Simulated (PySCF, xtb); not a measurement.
In(H)(OH)2 (H₃InO₂), SMILES [OH][InH][OH].

GFN2-xTB run with xtb 6.7.1 at its own geometry gives an orbital gap of 4.37 eV and a dipole moment of 2.70 D.

Coordinates come from a B3LYP-D3(BJ)/def2-TZVP optimisation. The def2 effective core potentials stand for the cores of In; spin–orbit coupling is left out. Other conformers were not sampled.

Q: What does M06-2X/def2-TZVPD run with PySCF give? (The exact figures need the calculation; the answer reports its results.)

A: gap 9.25 eV (levels -10.05 and -0.80 eV), dipole 2.58 D.
